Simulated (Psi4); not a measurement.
propylene glycol (C3H8O2), singlet, at a GFN2-xTB geometry. Base run: PBE/STO-3G (Psi4).

Here is a job for Psi4.
```
memory 2 GB

molecule {
0 1
  C     1.83324331    0.13638099    0.35090210
  C     0.42691443    0.30654220   -0.21207806
  O    -0.28124422    1.34971891    0.43155499
  C    -0.38814764   -0.99223231   -0.10847029
  O    -1.67642873   -0.82208827   -0.63781928
  H     2.36667096    1.08275455    0.30757844
  H     1.78849069   -0.19345144    1.38820166
  H     2.38133734   -0.60316406   -0.22521041
  H     0.47213216    0.61355869   -1.26229834
  H    -0.25594914    1.19385292    1.38370519
  H     0.09000513   -1.79465989   -0.67338889
  H    -0.44945832   -1.29548663    0.95090902
  H    -1.96390590    0.07140544   -0.40150486
}

set basis sto-3g

energy('pbe')
print_variables()
```

Each row names what was changed in the base input (with any setting that the change needs).

```json
[
 {"change": "base", "ΔE vs base (µEh)": "0.0", "SCF cycles": "8", "grid points": "274797", "basis functions": "33"},
 {"change": "scf_type = pk", "ΔE vs base (µEh)": "1803", "SCF cycles": "8", "grid points": "274797", "basis functions": "33"},
 {"change": "soscf = true", "ΔE vs base (µEh)": "0.0", "SCF cycles": "6", "grid points": "274797", "basis functions": "33"},
 {"change": "dft_nuclear_scheme = becke", "ΔE vs base (µEh)": "-9.1", "SCF cycles": "8", "grid points": "273082", "basis functions": "33"},
 {"change": "diis_max_vecs = 15", "ΔE vs base (µEh)": "0.0", "SCF cycles": "8", "grid points": "274797", "basis functions": "33"},
 {"change": "dft_spherical_points = 110", "ΔE vs base (µEh)": "90.0", "SCF cycles": "8", "grid points": "100320", "basis functions": "33"},
 {"change": "d_convergence = 1e-4", "ΔE vs base (µEh)": "0.0", "SCF cycles": "7", "grid points": "274797", "basis functions": "33"},
 {"change": "scf_initial_accelerator = none", "ΔE vs base (µEh)": "0.0", "SCF cycles": "8", "grid points": "274797", "basis functions": "33"},
 {"change": "puream = true", "ΔE vs base (µEh)": "0.0", "SCF cycles": "8", "grid points": "274797", "basis functions": "33"},
 {"change": "guess = sadno", "ΔE vs base (µEh)": "0.0", "SCF cycles": "10", "grid points": "274797", "basis functions": "33"},
 {"change": "scf_type = out_of_core", "ΔE vs base (µEh)": "1803", "SCF cycles": "8", "grid points": "274797", "basis functions": "33"},
 {"change": "dft_spherical_points = 974", "ΔE vs base (µEh)": "-11.0", "SCF cycles": "8", "grid points": "884417", "basis functions": "33"},
 {"change": "dft_basis_tolerance = 1e-8", "ΔE vs base (µEh)": "0.0", "SCF cycles": "8", "grid points": "271713", "basis functions": "33"}
]
```
